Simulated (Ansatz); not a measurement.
The cluster ReSe₂⁺. The state is a singlet with charge 1. Geometry r2SCAN-D4/def2-TZVP.

```xyz
3

Re    0.824    0.279    0.098
Se   -0.091   -1.463    1.023
Se   -0.733    1.184   -1.120
```

In the def2 sets Re takes a core potential; there is no spin–orbit coupling. LC-ωPBE has ω = 0.4 bohr⁻¹. At PBE-D4/def2-TZVP, PBE0-D4/def2-TZVP the restricted singlet is unstable: a solution with broken spin symmetry lies lower. The restricted singlet is unstable towards broken spin symmetry at other levels; at revPBE-D4/def2-TZVP, LC-ωPBE/def2-TZVP, ωB97X-V/def2-TZVP this wasn't settled. At PBE0-D4/def2-TZVP a triplet of charge 1 lies 0.52 eV below the restricted singlet, each at its own geometry. The structure comes from a short search, and lower isomers may exist.

(1) Estimate the orbital energies around the gap (eV) in Ansatz with PBE-D4/def2-TZVP, revPBE-D4/def2-TZVP, PBE0-D4/def2-TZVP, LC-ωPBE/def2-TZVP, ωB97X-V/def2-TZVP.

Answers

(1) 
| orbital | PBE-D4/def2-TZVP | revPBE-D4/def2-TZVP | PBE0-D4/def2-TZVP | LC-ωPBE/def2-TZVP | ωB97X-V/def2-TZVP |
| --- | --- | --- | --- | --- | --- |
| HOMO−5 | -14.32 | -14.24 | -15.52 | -18.13 | -17.80 |
| HOMO−4 | -14.10 | -14.02 | -15.16 | -17.66 | -17.32 |
| HOMO−3 | -13.31 | -13.24 | -14.31 | -16.79 | -16.46 |
| HOMO−2 | -13.15 | -13.08 | -14.08 | -16.48 | -16.17 |
| HOMO−1 | -11.82 | -11.75 | -12.69 | -14.92 | -14.62 |
| HOMO | -10.65 | -10.60 | -12.08 | -14.91 | -14.56 |
| LUMO | -10.31 | -10.23 | -9.45 | -7.39 | -7.49 |
| LUMO+1 | -10.16 | -10.07 | -9.42 | -7.15 | -7.24 |
| LUMO+2 | -9.47 | -9.40 | -8.66 | -6.55 | -6.58 |
| LUMO+3 | -8.59 | -8.50 | -7.88 | -5.95 | -5.99 |
| LUMO+4 | -7.21 | -7.11 | -6.49 | -4.54 | -4.64 |
| LUMO+5 | -4.84 | -4.76 | -4.12 | -2.15 | -2.26 |
